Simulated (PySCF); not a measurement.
Gas-phase reaction: 2 GeH2 + 2 C2H5 ⇌ Ge2H6 + C4H8 (cyclic), at 1400 K and a standard pressure of 1 bar. Level: CCSD(T)/def2-SVP†.

Computed with PySCF and rigid-rotor harmonic-oscillator thermochemistry at 1 bar. S°(298 K) at PBE0/def2-TZVP differs from the NASA 1993 table for C2H5 (+9 J/mol/K); whether the harmonic model or the table's entry is off was not settled. † marks an energy on the PBE0/def2-TZVP geometry and frequencies. CCSD(T) freezes the core. Open shells (unrestricted): C2H5 (multiplicity 2); the rest are closed-shell singlets. Ge: all electrons, no relativistic terms. GeH2: computed as isolated molecules; such fragments, hydroxides, amides, oligomers or adducts are transient or little studied in the gas. CCSD(T) isn't extrapolated to the basis-set limit. The harmonic model lacks anharmonicity and excited electronic states, which grow with temperature; levels with a mode under 35 cm⁻¹ are left out. Internal rotation in C2H5, Ge2H6 is treated as a harmonic vibration of one conformer, which makes the entropy rough.

```tsv
species	E (Ha)	H(1400 K) − E (kJ/mol)	S°(1400 K) (J/mol/K)
GeH2	-2076.44889	89.5	288.0
C2H5	-78.85331	276.9	393.8
Ge2H6	-4154.20705	287.9	495.1
C4H8 (cyclic)	-156.62306	491.8	493.9
```
E: electronic energy; H − E holds the zero-point and thermal terms. 1 Ha = 2625.5 kJ/mol.

Task: Work out ΔH°, ΔS°, ΔG° and log10 K from these numbers.

Result: 1. ΔE = 1×(-4154.20705) + 1×(-156.62306) − 2×(-2076.44889) − 2×(-78.85331) = -0.22571 Ha = -592.6 kJ.
2. Δ(H − E) = 1×(287.9) + 1×(491.8) − 2×(89.5) − 2×(276.9) = 46.9 kJ, so ΔH° = -545.7 kJ.
3. ΔS° = 1×(495.1) + 1×(493.9) − 2×(288.0) − 2×(393.8) = -374.6 J/K; the number of gas molecules changes by -2.
4. ΔG° = ΔH° − TΔS° = -545.7 − 1400×(-374.6)/1000 = -21.3 kJ.
5. log10 K = −ΔG°/(RT ln 10) = 0.79, with RT ln 10 = 26.80 kJ/mol; at standard pressures the products are favoured.
6. A shift of 10 kJ in ΔE would move log10 K by 0.37 here.
7. With ΔH° and ΔS° held fixed, ΔG° changes sign near ΔH°/ΔS° = 1460 K.
8. Lowering the total pressure from 1 bar to 0.01 bar multiplies the mole-fraction quotient K_x = K (p/p°)^(−Δn) by 10^-4, which pushes the balance towards the reactants.
For scale, ΔH°(298 K) is -565 kJ at this level, -564 kJ at ωB97M-V/def2-TZVP†, and runs from -700 to -396 kJ over the 18 levels computed.
